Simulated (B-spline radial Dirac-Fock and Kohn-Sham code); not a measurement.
X-ray lines that fill the 3d3/2 vacancy in Sb²⁺

System: antimony as Sb²⁺, configuration [Kr] 4d10 5s2 5p1, inside a Watson sphere of charge -2 and radius 3 Å (a model of the Madelung potential; inside it an electron's potential energy is raised by 9.6 eV).

Calculated with a radial B-spline solver, using independent-particle radiative and Coulomb Auger rates from relativistic LDA hole-state orbitals, with Dirac-Fock energies.

```csv
line,multipole,energy (eV),rate (s⁻¹),share (%)
M4-N2,E1,422.2,2.26e+11,84.1
M4-N3,E1,430.8,3.68e+10,13.7
M4-N4,E2,505.7,1.42e+08,0.0529
M4-O2,E1,541.5,4.87e+09,1.81
M4-O3,E1,542.3,8.00e+08,0.298
```

The listed lines hold 100.0 % of the radiative rate. The radiative width is 0.000177 eV in the length form and 0.000191 eV in the velocity form; the two differ because the transition energies are not eigenvalue differences of the potential that gave the orbitals.
